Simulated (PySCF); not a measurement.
# Electric field gradients and quadrupole coupling constants

Compound: C6H9AlFN.
Atom-mapped SMILES: `[F:1][CH2:2][AlH2-:3][n+:4]1[cH:5][cH:6][cH:7][cH:8][cH:9]1` (hydrogens: H10, H11 on C2; H12, H13 on Al3; H14 on C5; H15 on C6; H16 on C7; H17 on C8; H18 on C9)

Geometry (PBE0-D3(BJ)/def2-SVP, Å), atoms numbered from 1 in this order:
```xyz
18
C6H9AlFN angstrom
F     -4.1511   -0.1709    0.2935
C     -2.7942    0.1603    0.3745
Al    -1.7685   -1.0323   -0.8719
N      0.1333   -0.3124   -0.5895
C      0.5423    0.7734   -1.2583
C      1.8032    1.3234   -1.0691
C      2.6658    0.7201   -0.1562
C      2.2359   -0.4106    0.5344
C      0.9584   -0.8977    0.2876
H     -2.6945    1.2387    0.1369
H     -2.4852    0.0592    1.4343
H     -1.5579   -2.5487   -0.3831
H     -1.9556   -0.7156   -2.4361
H     -0.1733    1.1947   -1.9700
H      2.1003    2.2081   -1.6343
H      3.6662    1.1257    0.0125
H      2.8802   -0.9172    1.2545
H      0.5674   -1.7868    0.7898
```

Field gradients from the PBE0/pcSseg-1 density (PySCF, non-relativistic), principal values in atomic units, ordered |Vxx| ≤ |Vyy| ≤ |Vzz|:

```tsv
atom	Vxx	Vyy	Vzz
Al3	-0.4280	-0.4429	0.8709
N4	0.3017	0.4186	-0.7203
```

Find the asymmetry η = (Vxx − Vyy)/Vzz and the couplings χ = eQV/h (234.96 MHz × Q in barn × V in au), with Q(27Al) = 0.1466 b, Q(14N) = 0.02044 b.

```tsv
atom	environment	nucleus	η	χzz (MHz)	χxx (MHz)	χyy (MHz)
Al3	aluminium bonded to C, N and 2 H	27Al	0.02	30.00	-14.74	-15.26
N4	nitrogen bonded to Al and 2 C	14N	0.16	-3.459	1.449	2.011
```

The gradient is axial or nearly so (η below 0.05) at Al3. 

What is Vzz at Al3 in SI units (1 au = 9.71736 × 10²¹ V/m²)?

0.8709 au = 8.463 × 10²¹ V/m².

Were the hydrogens deuterons (Q(2H) = 0.00286 b), χzz would run from 69 kHz (H12 and H13) to 203 kHz (H17 and H15).

Geometry: PBE0-D3(BJ)/def2-SVP, one conformer, isolated molecule. With a basis this small, the couplings can be 20 % off.
